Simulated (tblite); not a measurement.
Species: C8H9O (doublet state).
Cartesian coordinates in Å at the GFN2-xTB level; atoms count from 1:
```
atom  x, y, z in Å
C1    -3.209    0.818    0.566
C2    -2.053    0.183    0.243
C3    -1.828   -1.136   -0.238
C4    -0.465   -1.271   -0.405
C5     0.121   -0.060   -0.033
C6     1.498    0.336   -0.014
C7     1.864    1.565    0.382
C8     2.501   -0.689   -0.459
O9    -0.844    0.812    0.357
H10   -4.150    0.312    0.472
H11   -3.200    1.831    0.920
H12   -2.593   -1.862   -0.425
H13    0.059   -2.138   -0.754
H14    1.135    2.289    0.699
H15    2.897    1.866    0.397
H16    2.448   -1.574    0.173
H17    2.304   -0.995   -1.485
H18    3.506   -0.281   -0.404
```

Method: GFN2-xTB as coded in tblite; computed harmonic values from a numerical Hessian at the method's own geometry, unscaled. This tight-binding method is rough: wavenumbers can miss measured ones by several per cent, in bad cases by 10 to 20. One conformer, not necessarily the lowest. Open shells enter through the occupations alone, without spin polarisation, and single modes of such species can be off by tens of per cent.

Harmonic wavenumbers (cm⁻¹): 72.3, 135.2, 155.8, 164.1, 259.1, 315.1, 358.0, 452.2, 473.1, 555.0, 586.5, 600.1, 632.2, 692.8, 707.7, 738.4, 773.8, 839.5, 855.2, 909.3, 928.7, 957.4, 964.1, 1013.9, 1039.4, 1053.8, 1146.5, 1186.1, 1278.6, 1331.5, 1373.3, 1386.6, 1398.7, 1408.0, 1469.0, 1479.9, 1487.2, 1558.1, 1616.9, 3013.6, 3024.3, 3054.2, 3116.5, 3142.6, 3150.0, 3170.1, 3182.3, 3185.8.

A = 3928, B = 1156, C = 897.9 MHz; mass 121.065 u (most abundant isotopes); point group Cs, symmetry number 1; spin multiplicity 2.

Problem. What is the zero-point energy?

Solution. Half the sum of the wavenumbers: 31196 cm⁻¹ = 89.19 kcal/mol.

Problem. Give the ideal-gas entropy at 350 K and 1 bar in the rigid-rotor, harmonic-oscillator model (classical rotation).

Solution. Translation 41.11, rotation 29.24, vibration 26.95, spin (R ln 2) 1.38: S = 98.7 cal/(mol K).

Problem. And Cp and H(350 K) − H(0)?

Solution. Cp = 41.46 cal/(mol K), of which vibrations give 33.51 (their classical limit is 48 R = 95.4); H(350 K) − H(0) = 8.17 kcal/mol without the zero-point energy, 5.39 from vibrations.

Problem. Which modes carry the vibrational entropy at 350 K?

Solution. 72.3 cm⁻¹: 4.41; 135.2 cm⁻¹: 3.18; 155.8 cm⁻¹: 2.91; 164.1 cm⁻¹: 2.81; 259.1 cm⁻¹: 1.95; 315.1 cm⁻¹: 1.61 cal/(mol K); the other 42 give 10.09 together.

Problem. What must be added to the electronic energy to get the Gibbs energy at 350 K and 1 bar?

Solution. ZPE + [H(350 K) − H(0)] − T·S = 89.19 + 8.17 − 34.54 = 62.82 kcal/mol.

Problem. How do the functions run with temperature in this model?

Solution. 
```json
{"T (K)": "100", "S (cal/(mol K))": "66.6", "Cp (cal/(mol K))": "15.7", "H − H(0) (kcal/mol)": "1.11", "G − H(0) (kcal/mol)": "-5.55", "ln q(vib)": "0.85"}
{"T (K)": "200", "S (cal/(mol K))": "80.4", "Cp (cal/(mol K))": "25.4", "H − H(0) (kcal/mol)": "3.15", "G − H(0) (kcal/mol)": "-12.92", "ln q(vib)": "2.66"}
{"T (K)": "300", "S (cal/(mol K))": "92.7", "Cp (cal/(mol K))": "36.2", "H − H(0) (kcal/mol)": "6.23", "G − H(0) (kcal/mol)": "-21.58", "ln q(vib)": "4.72"}
{"T (K)": "500", "S (cal/(mol K))": "115.8", "Cp (cal/(mol K))": "54.7", "H − H(0) (kcal/mol)": "15.43", "G − H(0) (kcal/mol)": "-42.47", "ln q(vib)": "9.22"}
{"T (K)": "800", "S (cal/(mol K))": "145.5", "Cp (cal/(mol K))": "71.4", "H − H(0) (kcal/mol)": "34.60", "G − H(0) (kcal/mol)": "-81.82", "ln q(vib)": "16.07"}
{"T (K)": "1000", "S (cal/(mol K))": "162.3", "Cp (cal/(mol K))": "78.5", "H − H(0) (kcal/mol)": "49.63", "G − H(0) (kcal/mol)": "-112.63", "ln q(vib)": "20.39"}
```

q(vib) and H(0) count from the zero-point level.

Hindered rotation and anharmonicity are outside this model. Other conformers, if any are populated, would add a mixing term that is left out.
